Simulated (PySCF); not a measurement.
FHOTe, SMILES O[Te]F.

The structure is a stationary point at B3LYP-D3(BJ)/def2-TZVP. The def2 effective core potentials stand for the cores of Te; spin–orbit coupling is left out. Other conformers were not sampled.

Level of theory: B3LYP-D3(BJ)/def2-TZVP run with PySCF.

Frequencies are harmonic and unscaled.

| mode | ν (cm⁻¹) | IR (km/mol) | Raman (Å⁴/amu) | depolarisation | moving atoms (share of kinetic energy) |
|---|---|---|---|---|---|
| 1 | 206 | 4.2 | 2.6 | 0.72 | F 43 %, O 42 %, Te 10 % |
| 2 | 462 | 99.0 | 2.5 | 0.74 | H 89 %, O 9 % |
| 3 | 596 | 103.9 | 7.3 | 0.59 | F 80 %, Te 14 % |
| 4 | 635 | 56.1 | 17.9 | 0.19 | O 80 %, Te 12 % |
| 5 | 1009 | 49.9 | 1.9 | 0.69 | H 94 % |
| 6 | 3785 | 106.4 | 68.0 | 0.23 | H 94 % |
